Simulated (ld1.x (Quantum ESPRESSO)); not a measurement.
**strontium PAW: all-electron and pseudo phase curves**

* Element: Sr
* Generator: ld1.x (Quantum ESPRESSO) 7.5
* Type: PAW
* Functional: LDA (PZ)
* Relativity: fully relativistic
* Frozen core: [Ar] 3d10
* Valence charge: 10
* Reference configuration: 4s2 4p6 4d0 5s1 5p0 (charge +1)
* Partial waves: 4s (bound): rcut 1.80, rcutus 2.20 bohr; 5s (bound): rcut 1.80, rcutus 2.20 bohr; 4p (bound): rcut 2.25, rcutus 3.15 bohr; 5p (bound, empty): rcut 2.25, rcutus 3.15 bohr; 4d (bound, empty): rcut 2.45, rcutus 3.15 bohr; 4d channel at 3.65 Ry: rcut 2.45, rcutus 3.15 bohr; 4f channel at 0.45 Ry: rc 3.15 bohr
* Local potential: the f channel
* Core correction: Bessel-smoothed model core inside 1.25 bohr
* Augmentation charge: PSQ, inside the norm-conserving radii

Open shells are filled in proportion to 2j + 1 (rel_dist='average').

The phase is arctan(r·u′/u) with u = r·R(r), unwrapped; energies in Ry, scanned from -5 to 5 Ry. A pole is an energy at which the radial function vanishes at the test radius. The pseudo phase is shifted by a multiple of π to meet the all-electron one at the reference energy, and phase errors are pseudo minus all-electron; the curves can meet again beyond the range given. Levels narrower than the energy grid can be missing from the lists of poles.

```
channel  radius (bohr)  reference energy (Ry)  poles, all-electron       poles, pseudo  unbroken range about the reference energy with phases within 0.05 rad  phase error 1 Ry above the reference energy (rad)
      s           3.38                  -0.63          -3.46, 0.93   -3.46, 0.79, 3.90                                                              below 1.2                                             -0.011
   p1/2           3.38                  -0.41          -2.15, 1.72  -4.33, -2.15, 1.91                                                            -4.2 to 2.6                                             +0.008
   p3/2           3.38                  -0.41          -2.06, 1.80         -2.06, 2.04                                                              below 2.7                                             +0.013
   d3/2           3.38                  -0.52          -0.11, 3.41         -0.10, 3.42                                                              below 1.0                                             +0.013
   d5/2           3.38                  -0.51          -0.10, 3.44         -0.09, 3.44                                                              below 1.0                                             +0.012
   f5/2           3.38                   0.45                 1.73                1.78                                                              below 2.5                                             +0.008
   f7/2           3.38                   0.45                 1.73                1.78                                                              below 2.5                                             +0.008
```

The ghost test of this file was not conclusive.

Phases in the p3/2 channel:

```csv
E (Ry),all-electron,pseudo
-5.00,1.424,1.415
-4.48,1.413,1.409
-3.96,1.399,1.397
-3.44,1.380,1.378
-2.92,1.348,1.347
-2.40,1.248,1.247
-1.88,-1.730,-1.730
-1.36,-1.847,-1.847
-0.84,-1.984,-1.983
-0.32,-2.388,-2.387
0.20,-3.855,-3.842
0.72,-4.459,-4.445
1.24,-4.624,-4.607
1.76,-4.707,-4.684
2.28,-4.768,-4.733
2.80,-4.829,-4.771
3.32,-4.917,-4.807
3.84,-5.118,-4.846
4.36,-6.152,-4.895
4.88,-7.425,-4.967
```
